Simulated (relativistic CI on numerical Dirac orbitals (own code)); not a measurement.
## Ni³⁺ in a cubic cluster: L2,3 absorption with charge transfer

Computed with a charge-transfer multiplet model of a cubic metal-ligand cluster with up to 3 ligand holes, Slater and spin-orbit integrals from Dirac-Coulomb-Breit ions, Slater integrals scaled by 0.9. The ground state mixes d7 with configurations of k ligand holes L, whose averages lie at kΔ + k(k − 1)U_dd/2; a core hole lowers each added d electron by U_cd. 300 K, Lorentzian 0.4 eV and Gaussian 0.3 eV FWHM.

Atomic integrals in eV (Slater integrals scaled, ζ unscaled), ground: F2dd 11.900, F4dd 7.429, zeta_d 0.089; with the core hole: F2dd 12.575, F4dd 7.855, zeta_d 0.114, zeta_core 11.406, F2cd 7.542, G1cd 5.754, G3cd 3.273.

Cluster parameters (eV): Δ = 1.2, U_dd = 7.3, U_cd = 8.6, 10Dq = 0.45, 10Dq(ligand) = 0.5, final-state hopping factor = 0.8.

Weights, n_d and S are thermal averages at 300 K. Photon energies count from the first peak over 30 % of the highest in each spectrum, which can be another peak from case to case. The parameters are a model scan and need not match a compound or its usual spin state. Peaks in eV (height, largest 100): 0.0 (57), 1.9 (100), 2.9 (93), 5.9 (11), 7.0 (6), 19.4 (21), 19.9 (21), 20.6 (21), 21.2 (17).

(1) Which parameters give this spectrum?
A. V(eg) = 3.55 eV, V(t2g) = -1.82 eV
B. V(eg) = 3.25 eV, V(t2g) = -1.66 eV
C. V(eg) = 2.95 eV, V(t2g) = -1.51 eV
D. V(eg) = 3.85 eV, V(t2g) = -1.97 eV
E. V(eg) = 2.05 eV, V(t2g) = -1.05 eV

## Answers

(1) C. V(eg) = 2.95 eV, V(t2g) = -1.51 eV; the ground state then has 7.47 d electrons and S = 1.49. The choice follows from running the model for each set and comparing peak positions and heights.
